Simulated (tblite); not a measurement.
A geometry optimisation, step by step.

C₄H₆BrOSi (doublet state).
Numbering: `[H]/[C:1]=[C:2]1\[SiH2:3][O:4][CH2:5][C@H:6]1[Br:7]` (hydrogens: H8 on C1; H9, H10 on Si3; H11, H12 on C5; H13 on C6)
Bond orders are those of one Lewis drawing.

Computed with GFN2-xTB (tblite), gas phase: L-BFGS steps from a force-field or distance-geometry start until the largest atomic force falls under 0.01 eV/Å. 9 of its 77 geometries are shown.

Step 0: E = -582.6939 eV, largest atomic force 3.376 eV/Å
```
atom  x, y, z in Å  |  force x, y, z in eV/Å
C1      1.691   -1.367    0.505   -1.033   1.343  -0.264
C2      0.696   -0.517    0.382    2.815  -1.846  -0.259
Si3    -1.058   -1.014    0.580   -2.780   0.112   0.270
O4     -1.727    0.369   -0.151    1.545  -0.763   0.291
C5     -0.704    1.073   -0.865   -0.498  -0.343   0.028
C6      0.680    0.839   -0.240   -0.272   0.435  -0.180
Br7     1.022    2.166    1.166   -0.016   0.184   0.127
H8      2.499   -2.045    0.613   -0.316   0.345   0.055
H9     -1.387   -2.211   -0.233    0.130   0.369   0.210
H10    -1.495   -1.113    1.997    0.116   0.171  -0.589
H11    -0.717    0.698   -1.907    0.185   0.043   0.275
H12    -0.982    2.131   -0.905    0.044  -0.072   0.176
H13     1.479    0.991   -0.960    0.080   0.021  -0.140
```

Step 10: E = -583.0971 eV, largest atomic force 0.328 eV/Å
```
atom  x, y, z in Å  |  force x, y, z in eV/Å
C1      1.877   -1.198    0.400    0.061   0.067  -0.034
C2      0.756   -0.600    0.270   -0.243   0.142   0.111
Si3    -1.135   -1.033    0.593    0.061  -0.136  -0.021
O4     -1.679    0.339   -0.118    0.273  -0.170  -0.062
C5     -0.711    1.045   -0.847    0.145   0.028  -0.012
C6      0.671    0.810   -0.258    0.038   0.120   0.010
Br7     0.992    2.122    1.180   -0.004  -0.040   0.163
H8      2.422   -2.052    0.688   -0.091  -0.263   0.093
H9     -1.454   -2.215   -0.228    0.049   0.186   0.188
H10    -1.570   -1.016    1.987    0.101   0.017  -0.229
H11    -0.667    0.685   -1.885   -0.271   0.044   0.004
H12    -0.979    2.106   -0.832   -0.054  -0.061  -0.101
H13     1.473    1.007   -0.968   -0.064   0.065  -0.110
```

Step 19: E = -583.1571 eV, largest atomic force 0.285 eV/Å
```
atom  x, y, z in Å  |  force x, y, z in eV/Å
C1      1.912   -1.189    0.403   -0.214   0.148  -0.116
C2      0.804   -0.562    0.238   -0.080  -0.129   0.090
Si3    -1.067   -1.047    0.592    0.012   0.002  -0.027
O4     -1.634    0.302   -0.129   -0.006  -0.037  -0.028
C5     -0.703    1.045   -0.863   -0.038   0.040   0.027
C6      0.690    0.840   -0.281   -0.027   0.047  -0.008
Br7     0.970    2.093    1.242   -0.058  -0.048  -0.141
H8      2.254   -2.133    0.736    0.027  -0.181   0.082
H9     -1.434   -2.233   -0.181    0.110   0.028   0.062
H10    -1.532   -0.991    1.968    0.122  -0.017  -0.023
H11    -0.722    0.706   -1.909    0.093   0.008   0.059
H12    -1.017    2.091   -0.837    0.036   0.049   0.003
H13     1.474    1.079   -0.998    0.024   0.089   0.019
```

Step 28: E = -583.1777 eV, largest atomic force 0.140 eV/Å
```
atom  x, y, z in Å  |  force x, y, z in eV/Å
C1      1.884   -1.220    0.389   -0.086   0.107  -0.026
C2      0.798   -0.553    0.227   -0.015  -0.025   0.013
Si3    -1.054   -1.039    0.587    0.023   0.019   0.020
O4     -1.638    0.291   -0.156   -0.007  -0.033  -0.013
C5     -0.704    1.055   -0.869   -0.018  -0.015   0.000
C6      0.687    0.853   -0.284    0.009   0.002   0.011
Br7     0.936    2.095    1.238   -0.012   0.018   0.023
H8      2.146   -2.181    0.759    0.029  -0.067  -0.015
H9     -1.362   -2.258   -0.148   -0.006  -0.013  -0.012
H10    -1.443   -0.992    1.983    0.022   0.029   0.010
H11    -0.701    0.724   -1.916    0.022   0.008  -0.019
H12    -1.022    2.101   -0.836    0.002  -0.005   0.009
H13     1.469    1.124   -0.992    0.037  -0.025  -0.002
```

Step 38: E = -583.1814 eV, largest atomic force 0.080 eV/Å
```
atom  x, y, z in Å  |  force x, y, z in eV/Å
C1      1.878   -1.220    0.384   -0.055   0.035  -0.046
C2      0.793   -0.549    0.234    0.004  -0.014   0.008
Si3    -1.054   -1.039    0.592    0.022   0.034   0.015
O4     -1.640    0.268   -0.189    0.000  -0.014  -0.010
C5     -0.701    1.052   -0.876   -0.006  -0.003   0.008
C6      0.684    0.858   -0.273    0.007  -0.052  -0.015
Br7     0.914    2.102    1.247   -0.011   0.018   0.029
H8      2.127   -2.196    0.725    0.042  -0.037   0.015
H9     -1.360   -2.265   -0.132   -0.019  -0.029   0.021
H10    -1.411   -0.958    1.997   -0.006   0.007  -0.019
H11    -0.682    0.739   -1.928    0.023  -0.002   0.002
H12    -1.033    2.092   -0.829    0.009   0.023  -0.004
H13     1.480    1.116   -0.971   -0.010   0.031  -0.004
```

Step 48: E = -583.1872 eV, largest atomic force 0.085 eV/Å
```
atom  x, y, z in Å  |  force x, y, z in eV/Å
C1      1.877   -1.239    0.331   -0.024   0.047  -0.001
C2      0.796   -0.554    0.231   -0.003  -0.014   0.000
Si3    -1.054   -1.035    0.606    0.018   0.050   0.005
O4     -1.632    0.213   -0.271   -0.004   0.022   0.021
C5     -0.688    1.044   -0.891   -0.011  -0.013  -0.010
C6      0.683    0.863   -0.252   -0.020  -0.073  -0.039
Br7     0.847    2.087    1.293   -0.002  -0.021   0.031
H8      2.144   -2.217    0.653    0.007  -0.007  -0.012
H9     -1.403   -2.299   -0.029    0.030   0.027   0.028
H10    -1.395   -0.860    2.010    0.006  -0.008  -0.032
H11    -0.626    0.768   -1.952    0.008   0.008  -0.010
H12    -1.041    2.077   -0.819   -0.009  -0.009  -0.015
H13     1.488    1.152   -0.928    0.003  -0.008   0.037
```

Step 57: E = -583.1903 eV, largest atomic force 0.029 eV/Å
```
atom  x, y, z in Å  |  force x, y, z in eV/Å
C1      1.877   -1.243    0.303   -0.026   0.008  -0.009
C2      0.794   -0.561    0.220    0.004   0.004   0.008
Si3    -1.055   -1.017    0.616    0.005   0.003   0.008
O4     -1.631    0.203   -0.302    0.016   0.002   0.022
C5     -0.683    1.042   -0.906    0.006  -0.016   0.009
C6      0.678    0.859   -0.247   -0.001  -0.020  -0.010
Br7     0.802    2.045    1.333   -0.015   0.001  -0.002
H8      2.156   -2.223    0.611   -0.002  -0.001  -0.007
H9     -1.400   -2.305    0.036   -0.001   0.002  -0.025
H10    -1.391   -0.810    2.015    0.006   0.022  -0.006
H11    -0.605    0.775   -1.968    0.002  -0.003   0.015
H12    -1.044    2.073   -0.832    0.014  -0.019  -0.010
H13     1.498    1.165   -0.897   -0.010   0.015   0.007
```

Step 66: E = -583.1915 eV, largest atomic force 0.025 eV/Å
```
atom  x, y, z in Å  |  force x, y, z in eV/Å
C1      1.877   -1.250    0.285   -0.007   0.018  -0.004
C2      0.795   -0.564    0.216    0.014   0.008   0.002
Si3    -1.052   -1.011    0.624   -0.013   0.011  -0.004
O4     -1.630    0.203   -0.300    0.013   0.007  -0.005
C5     -0.680    1.035   -0.909    0.009   0.000   0.007
C6      0.677    0.858   -0.242   -0.003  -0.009  -0.010
Br7     0.768    2.027    1.351   -0.003   0.010   0.001
H8      2.158   -2.230    0.589   -0.001  -0.013  -0.009
H9     -1.395   -2.299    0.043   -0.009  -0.004   0.003
H10    -1.385   -0.774    2.019    0.004  -0.015   0.007
H11    -0.598    0.759   -1.969    0.000  -0.001   0.024
H12    -1.038    2.068   -0.844   -0.001  -0.012  -0.022
H13     1.499    1.179   -0.881   -0.003   0.002   0.011
```

Step 76: E = -583.1927 eV, largest atomic force 0.010 eV/Å
```
atom  x, y, z in Å  |  force x, y, z in eV/Å
C1      1.876   -1.252    0.266   -0.002  -0.004  -0.007
C2      0.797   -0.560    0.219    0.006   0.005   0.001
Si3    -1.052   -1.003    0.633   -0.006  -0.003  -0.001
O4     -1.629    0.216   -0.287    0.010   0.002   0.000
C5     -0.673    1.029   -0.913    0.004   0.003  -0.003
C6      0.676    0.864   -0.230   -0.003   0.003  -0.003
Br7     0.732    2.028    1.369    0.001  -0.001  -0.002
H8      2.154   -2.239    0.547    0.000   0.000   0.004
H9     -1.406   -2.288    0.053    0.001   0.004   0.001
H10    -1.375   -0.773    2.031    0.000  -0.001   0.001
H11    -0.579    0.721   -1.963   -0.002  -0.002   0.000
H12    -1.028    2.063   -0.884   -0.007  -0.004   0.003
H13     1.504    1.196   -0.857   -0.001  -0.003   0.008
```

Q: Summarise the path.

A: The energy falls by 0.4987 eV from step 0 to step 76; nine tenths of that is first reached at step 17. It falls at every step. The largest force goes from 3.376 to 0.010 eV/Å. Among the bonds C2–Si3 changes most, from 1.833 to 1.946 Å; the atoms move by 0.250 Å rms after alignment.

Q: Follow the three bonds and two angles with the largest change from start to end.

A: 
| step | E above end (eV) | largest force (eV/Å) | C2–Si3 (Å) | Si3–O4 (Å) | Si3–H10 (Å) | C2–C1–H8 (°) | C1–C2–Si3 (°) |
| --- | --- | --- | --- | --- | --- | --- | --- |
| 0 | 0.4987 | 3.376 | 1.833 | 1.701 | 1.486 | 179.3 | 122.6 |
| 3 | 0.2403 | 0.520 | 1.932 | 1.635 | 1.445 | 178.7 | 125.0 |
| 7 | 0.1587 | 0.527 | 1.934 | 1.633 | 1.452 | 163.0 | 133.4 |
| 10 | 0.0956 | 0.328 | 1.967 | 1.638 | 1.461 | 149.5 | 136.4 |
| 13 | 0.0676 | 0.360 | 1.956 | 1.632 | 1.446 | 145.8 | 135.9 |
| 17 | 0.0482 | 0.225 | 1.952 | 1.631 | 1.452 | 141.4 | 135.3 |
| 20 | 0.0307 | 0.258 | 1.965 | 1.631 | 1.453 | 139.1 | 131.6 |
| 23 | 0.0222 | 0.220 | 1.947 | 1.630 | 1.450 | 139.4 | 131.2 |
| 26 | 0.0167 | 0.101 | 1.945 | 1.630 | 1.449 | 136.8 | 131.1 |
| 30 | 0.0140 | 0.042 | 1.945 | 1.631 | 1.450 | 136.5 | 130.6 |
| 33 | 0.0130 | 0.103 | 1.941 | 1.631 | 1.450 | 136.6 | 130.9 |
| 36 | 0.0119 | 0.042 | 1.943 | 1.631 | 1.452 | 135.8 | 130.7 |
| 40 | 0.0101 | 0.088 | 1.943 | 1.630 | 1.451 | 135.9 | 130.6 |
| 43 | 0.0082 | 0.068 | 1.942 | 1.630 | 1.451 | 136.5 | 130.9 |
| 46 | 0.0065 | 0.076 | 1.947 | 1.631 | 1.454 | 136.4 | 130.7 |
| 50 | 0.0044 | 0.075 | 1.945 | 1.631 | 1.455 | 136.7 | 131.1 |
| 53 | 0.0032 | 0.042 | 1.943 | 1.631 | 1.453 | 136.4 | 131.5 |
| 56 | 0.0026 | 0.053 | 1.945 | 1.632 | 1.454 | 136.6 | 131.6 |
| 59 | 0.0021 | 0.042 | 1.945 | 1.632 | 1.455 | 137.1 | 131.9 |
| 63 | 0.0014 | 0.036 | 1.945 | 1.631 | 1.454 | 137.0 | 131.8 |
| 66 | 0.0012 | 0.025 | 1.944 | 1.632 | 1.454 | 136.9 | 131.8 |
| 69 | 0.0009 | 0.041 | 1.944 | 1.631 | 1.454 | 137.1 | 132.0 |
| 73 | 0.0002 | 0.028 | 1.947 | 1.631 | 1.454 | 136.9 | 131.9 |
| 76 | 0.0000 | 0.010 | 1.946 | 1.632 | 1.454 | 136.9 | 132.0 |

The cost below is that of the whole relaxation. The run took 0.55 s on one thread of an Arm Neoverse V1, shared host.
